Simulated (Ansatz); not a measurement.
```xyz
12

O     1.9693    0.0093   -0.0206
H     1.4108    0.6774    0.3918
H     2.6795    0.4751   -0.4343
O    -0.0298    1.9767   -0.0025
H    -0.6935    1.4191   -0.4167
H    -0.4723    2.6699    0.4477
O    -1.9410    0.0180    0.0338
H    -1.4271   -0.7039    0.4466
H    -2.6860   -0.4571   -0.4659
O     0.0081   -1.9508   -0.0022
H     0.7078   -1.4557   -0.4070
H     0.4741   -2.6781    0.4293
```

Basis set: cc-pVDZ (spherical functions). Left uncorrelated: 4 orbitals. Charge 0, multiplicity 1.

Computed with Ansatz (development build ahead of 0.2.0); each method stands on the lowest determinant of its kind that the runs found. Restricted open shells among the atoms or ions are ROHF, correlated in semicanonical orbitals with singles.

The atomization energy at this shape (free ground-state atoms in the same class of orbitals less the molecule, no zero-point energy) of singlet H8O4:

```csv
method,atomization energy
RHF,2612.9 kJ/mol
```

(1) What does RHF-MP2 give?

Answers

(1) 3643.0 kJ/mol.
